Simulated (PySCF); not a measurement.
Question: What does the PBE0-D3(BJ)/def2-SVP structure of `C[N+]1(C)[BH2-]CCC1` look like in three dimensions?

Answer: 
```xyz
21
C5H14BN angstrom
C      1.6359   -0.1622    1.1911
N      0.5902    0.0366    0.1841
C      1.1981    0.1339   -1.1515
B     -0.5435   -1.1735    0.2022
C     -1.8215   -0.3997   -0.4577
C     -1.4993    1.1096   -0.3706
C     -0.2386    1.2337    0.4763
H      2.1619   -1.1022    0.9790
H      2.3559    0.6726    1.1797
H      1.1683   -0.2417    2.1796
H      1.8546    1.0173   -1.2165
H      0.4107    0.2049   -1.9104
H      1.7778   -0.7766   -1.3443
H     -0.0612   -2.1188   -0.4123
H     -0.6905   -1.4284    1.3956
H     -2.7413   -0.6322    0.0999
H     -2.0223   -0.6853   -1.5028
H     -2.3037    1.7098    0.0816
H     -1.3269    1.5491   -1.3666
H      0.3445    2.1554    0.3055
H     -0.4885    1.1780    1.5455
```

Any rigid rotation of these coordinates is as good. Atoms count from 1 in this order. N2 (nitrogen bonded to B and 3 C) is distorted tetrahedral (angles from 101.8° to 112.4°). The C–C distances run from 1.524 Å (C6–C7, drawn single) to 1.546 Å (C5–C6, drawn single), a spread of 0.022 Å. B4 (four-coordinate boron) is distorted tetrahedral (angles from 100.6° to 118.1°). The 5-membered ring N2–B4–C5–C6–C7 has internal angles of 100.6° to 106.7° (sum 522°, against 540° for a flat polygon); it is puckered, 0.19 Å rms from its mean plane, widest ring torsion 44°.

Bonds between heavy atoms (Å): C1–N2 1.465, N2–C3 1.471, N2–B4 1.658, B4–C5 1.633, C5–C6 1.546, C6–C7 1.524, N2–C7 1.485.

Method used: PBE0-D3(BJ)/def2-SVP geometry optimisation, gas phase in PySCF.

Point group: C1 (no symmetry element, even within 0.4 Å). Stationary, but not proved a minimum. One conformer, not necessarily the lowest (C1–N2–B4–C5 156°, N2–B4–C5–C6 -16°, B4–C5–C6–C7 -8°, C5–C6–C7–N2 34°).
